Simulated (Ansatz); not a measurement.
C$_{5}$H$_{7}$O$_{2}$ (SMILES [CH2]C(=O)C=C(C)O), doublet, at a GFN2-xTB geometry; PBE/STO-3G run with Ansatz (an electronic-structure program).

Input for Ansatz:
Ansatz 0.2 input:
```yaml
crystal:
  periodic: [false, false, false]
  atoms:
    - {symbol: C, position_ang: [2.60420738, -0.06080455, 0.21942077]}
    - {symbol: C, position_ang: [1.23737066, 0.30649861, 0.33831768]}
    - {symbol: O, position_ang: [0.88586318, 1.30069164, 0.99078704]}
    - {symbol: C, position_ang: [0.29623626, -0.55788055, -0.37721040]}
    - {symbol: C, position_ang: [-1.04317296, -0.38695099, -0.37348314]}
    - {symbol: C, position_ang: [-1.75407884, 0.71276015, 0.32968741]}
    - {symbol: O, position_ang: [-1.87451690, -1.22643584, -1.02184069]}
    - {symbol: H, position_ang: [3.35242127, 0.54136143, 0.70354210]}
    - {symbol: H, position_ang: [2.92467247, -0.88544692, -0.39065939]}
    - {symbol: H, position_ang: [0.72147317, -1.38935721, -0.92474692]}
    - {symbol: H, position_ang: [-1.40770488, 0.78167082, 1.35885213]}
    - {symbol: H, position_ang: [-2.82547492, 0.53737980, 0.29019472]}
    - {symbol: H, position_ang: [-1.51584429, 1.66647704, -0.13808284]}
    - {symbol: H, position_ang: [-1.38368790, -1.92786732, -1.47106470]}
basis:
  gaussian:
    orbitals: STO-3G
hamiltonian:
  xc: pbe
magnetization: {spin_polarized: true, initial_magnetization: 1}
accuracy: high
```

What the program printed (banner, timings and long lists left out):

```
Functional definition: PBE
931 factors; integrals over basis functions are off by at most 5.5e-9 eV
mean field evaluation 1: about -9254.8503 eV, gradient 2.0e1 eV
mean field evaluation 2: about -9182.3549 eV, gradient 8.9e1 eV
mean field evaluation 4: about -9256.8046 eV, gradient 1.3e1 eV
mean field evaluation 8: about -9257.9250 eV, gradient 1.6e-1 eV
mean field evaluation 16: about -9257.7445 eV, gradient 5.6e-4 eV
mean field evaluation 32: about -9251.7784 eV, gradient 1.8e1 eV
mean field -9257.74445918 eV, -340.2158337504 hartree, gradient 3.5e-8 eV, S^2 0.763970; 4 other end points of the search recorded, 0 dependent functions left out
reference -9257.74446202 eV, -340.2158338548 hartree; 27, 26 occupied and 15, 16 virtual orbitals, 931 factors
Total energy: -9257.74446202 eV, -340.2158338548 hartree
```
